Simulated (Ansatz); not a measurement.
Geometry optimisation, RHF/def2-SVP in Ansatz.

Input file:

```yaml
crystal:
  periodic: [false, false, false]
  atoms:
    - { symbol: Al, position_ang: [0.0, 0.0, 0.0] }
    - { symbol: Cl, position_ang: [0.0, 0.0, 2.23] }
    - { symbol: O, position_ang: [1.5415, 0.0, -0.89] }
    - { symbol: H, position_ang: [1.8414, -0.9519, -1.0449] }
    - { symbol: O, position_ang: [-1.5415, 0.0, -0.89] }
    - { symbol: Si, position_ang: [-2.6907, -1.2238, -0.8267] }
    - { symbol: H, position_ang: [-2.2881, -2.2198, 0.162] }
    - { symbol: H, position_ang: [-3.9833, -0.6595, -0.4496] }
    - { symbol: H, position_ang: [-2.8007, -1.8572, -2.1376] }
basis:
  gaussian: { orbitals: def2-SVP }
hamiltonian:
  xc: hf
relax:
  f_tol: 0.02
  max_steps: 40
```

Run as:

```bash
$ ansatz run input.yaml --threads 1 --pin off --max-ram 2048MiB --backend cpu --events-out ev --progress --plain --runs-dir out
```

Question: Where does it end, and by what steps?

Answer: The run converged. After 14 steps the energy has fallen by 1.039 eV; H4 moved furthest, 1.07 Å.

```
step  energy less start (eV)  largest force component (eV/Å)  accepted
   0                  0.0000                           3.239       yes
   1                 -0.5271                           1.147       yes
   2                 -0.6779                           0.623       yes
   3                 -0.7038                           0.936       yes
   4                 -0.8372                           0.526       yes
   5                 -0.8790                           1.160       yes
   6                 -0.9589                           0.646       yes
   7                 -1.0223                           0.150       yes
   8                 -1.0337                           0.120       yes
   9                 -1.0369                           0.044       yes
  10                 -1.0359                           0.413        no
  11                 -1.0298                           1.127        no
  12                 -1.0385                           0.024       yes
  13                 -1.0392                           0.028       yes
  14                 -1.0394                           0.002       yes
```

```xyz
9
Properties=species:S:1:pos:R:3
Al 0.138 -0.293 0.101
Cl 0.520 0.299 2.075
O 1.356 -0.235 -1.042
H 2.258 0.027 -0.993
O -1.387 -0.821 -0.318
Si -2.858 -1.349 -0.805
H -3.300 -2.475 0.049
H -3.848 -0.253 -0.704
H -2.800 -1.812 -2.209
```

Whether the end is a true minimum wasn't checked by a vibrational analysis.

The run took 24 s on 1 thread of Intel(R) Xeon(R) 6975P-C (Granite Rapids), on a shared host, peak memory 0.22 GiB.
